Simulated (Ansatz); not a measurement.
`O=C=[N][GaH][Cl]` + H–F → `[F][GaH][Cl]` + `N=C=O` at 500 K and 1 bar (ligand exchange at a Ga–N bond).

Calculated with Ansatz (gas phase, PBE0-D4/def2-TZVP geometries, no zero-point term in ΔE). CBS: MP2 limit from def2 TZ/QZ plus the TZ coupled-cluster correction, frozen cores. This one scheme is used for every species. For Ga outer-core shells are correlated without core-valence functions, which leaves a few kJ/mol of doubt a bond. Scalar relativity is left out up to krypton. One conformer a species, not always the lowest.

| species | CCSD(T)/CBS energy (Eh) | H − E (kJ/mol) | S (J/(mol·K)) |
| --- | --- | --- | --- |
| `O=C=[N][GaH][Cl]` | -2552.32599 | 95.1 | 398.7 |
| H–F | -100.39570 | 39.4 | 188.7 |
| `[F][GaH][Cl]` | -2484.20089 | 53.4 | 328.5 |
| `N=C=O` | -168.51995 | 77.7 | 264.2 |

H − E and S are ideal-gas, rigid-rotor, harmonic terms from PBE0-D4/def2-TZVP, for one conformer and one mirror image of each species. 1 Eh = 2625.50 kJ/mol, R = 8.31446 J/(mol·K).

Problem. By hand: ΔE, ΔH, ΔS and ΔG.

Solution. ΔE = (-2484.20089) + (-168.51995) − (-2552.32599) − (-100.39570) = 0.00085 Eh = 2.2 kJ/mol. Δ(H − E) = 53.4 + 77.7 − 95.1 − 39.4 = -3.4, so ΔH = -1.2 kJ/mol. ΔS = 328.5 + 264.2 − 398.7 − 188.7 = 5.3 J/(mol·K). ΔG = -1.2 − 500 × (5.3)/1000 = -3.8 kJ/mol.

Problem. By hand: the equilibrium constant, and the temperature at which ΔG would vanish if ΔH and ΔS stayed fixed.

Solution. log₁₀ K = −ΔG/(RT ln 10) = 0.4. ΔH and −TΔS have one sign here, so there is no such temperature. One of them is within its doubt of zero, so this could turn.

TΔS isn't small against ΔH here. The sign of ΔG lies within the doubt. A doubt of 5 kJ/mol in ΔE shifts log₁₀ K by 0.5 here. Other conformers and mirror images would add mixing entropy, several J/(mol·K) or more a flexible species. Modes under 60 cm⁻¹, often nearly free rotors, make the harmonic entropy too high. These are equilibria of isolated gas molecules and say nothing of rates. Largest T1 diagnostic: 0.018 (customary marks: 0.02 for closed shells, 0.045 for open ones).
